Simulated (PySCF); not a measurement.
SMILES F[SiH](F)c1ccc([SiH2]Cl)cc1 at its GFN2-xTB optimised geometry (Å):

```
18

Si    -0.1124     0.6354     0.0000
F     -0.5945     0.1191    -1.4362
F     -0.5958     2.1611     0.0000
C     -1.0112    -0.3104     1.3457
C     -1.3320    -1.6586     1.1867
C     -1.9900    -2.3551     2.1812
C     -2.3488    -1.7391     3.3776
C     -2.0256    -0.3937     3.5368
C     -1.3676     0.3066     2.5450
Si    -3.2169    -2.7035     4.7512
Cl    -1.8090    -3.4920     5.9660
H      1.3320     0.6354     0.0000
H     -1.0688    -2.1611     0.2670
H     -2.2306    -3.3977     2.0278
H     -2.2941     0.1120     4.4537
H     -1.1325     1.3506     2.6942
H     -3.9923    -3.7994     4.1757
H     -4.0510    -1.8015     5.5415
```

Computed with PBE0/def2-SVP run with PySCF 2.14.0. Cells within 0.4 Å of a nucleus heavier than hydrogen are left out (blank, or x).

Map of the electron localisation function on the plane z = 1.2 Å:

```
|00000000000000000000000000000|
|00000000000000000000000000000|
|00000000000000000000000000000|
|00000000000000000000000000000|
|00000000000000000000000000000|
|00000000000122100000000000000|
|00000000001233200000000000000|
|00000000001233200000000000000|
|00000000000122100000000000000|
|00000000000001000023200000000|
|00000000000000001257630000000|
|00000011111122111368851000000|
|00000022345677522368861000000|
|00000024666789731246751000000|
|00000024662x79841013420000000|
|0000001466xxx8741000100000000|
|00000013785x56631000000000000|
|00000024799986420000000000000|
|0000024664x786310000000000000|
|000123676xxx65310000000000000|
|000134688xx265310000000000000|
|00013457765665210000000000000|
|00012333444443110000000000000|
|00001243211111000000000000000|
|00001477410000000000000000000|
|00002799720000000000000000000|
|00003799830000000000000000000|
|00001688720000000000000000000|
|00000145310000000000000000000|
```
Scale: ten equal steps from 0.000 (start of '0') to 0.938 (end of '9'), in the order '0123456789'; x runs from -4.50 to 4.50, y from -4.50 (bottom) to 4.50 (top).
